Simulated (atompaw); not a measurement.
## Before and after: PAW (atompaw) potential for manganese

| Quantity | Value |
| --- | --- |
| Element | Mn |
| Generator | atompaw 4.2.0.5 |
| Type | PAW |
| Functional | LDA (PW92) |
| Relativity | scalar-relativistic |
| Frozen core | [Ar] |
| Valence charge | 7 |
| Reference configuration | 3d5 4s1.5 4p0.5 |
| Partial waves | 4s (bound): rc 3.00 bohr; 4s channel at 0.5 Ry: rc 3.00 bohr; 4p (bound): rc 3.00 bohr; 4p channel at 0.65 Ry: rc 3.00 bohr; 3d (bound): rc 1.45 bohr; 3d channel at -0.2 Ry: rc 1.45 bohr |
| Local potential | troulliermartins scheme with l = 3 at 0 Ry, radius 2.65 bohr |
| Core correction | smooth core density matched at 1.85 bohr |
| Augmentation charge | sinc compensation charge, radius 2.65 bohr; PAW radius 3.00 bohr; waves and projectors: custom rrkj vanderbiltortho |

Change: local potential troulliermartins scheme with l = 3 at 0 Ry, radius 1.60 bohr.

Cutoffs: the cutoffs (Ry, on a coarse ladder) from which the occupation-weighted sum of valence levels, in a spherical-Bessel basis at the reference potential, stays within 10 and 1 mRy of its value at 400 Ry; they do not see the model core or the augmentation charge, which bear on the density cutoff.

Q: What does the change do?

A: The potential gets neither clearly harder nor softer (50 Ry and 80 Ry → 50 Ry and 80 Ry); a bound ghost appears in s, which as a rule spoils a file; the range in which the p phases agree narrows (upper end 3.0 → 2.0). A state that the projectors do not describe sees the local part alone, so a deeper or shallower local part can create or remove a ghost.

```tsv
quantity	base	changed
cutoff, loose	50 Ry	50 Ry
cutoff, tight	80 Ry	80 Ry
bound ghosts	none	s
s: phases at 3.00 bohr within 0.05 rad from the reference energy up to (Ry; the scan ends near 5)	2.1	2.8
p: phases at 3.00 bohr within 0.05 rad from the reference energy up to (Ry; the scan ends near 5)	3.0	2.0
d: phases at 3.00 bohr within 0.05 rad from the reference energy up to (Ry; the scan ends near 5)	4.6	to the end of the scan
lowest overlap eigenvalue by channel	s 0.36, p 0.62, d 0.97	s 0.01, p 0.41, d 0.94
```

 A true bound ghost makes a file unfit for plane-wave use even where its test errors are small: the radial tests pick states by their node count and pass the ghost by. The cutoffs see the waves, projectors and local potential, not the compensation charge or the core.
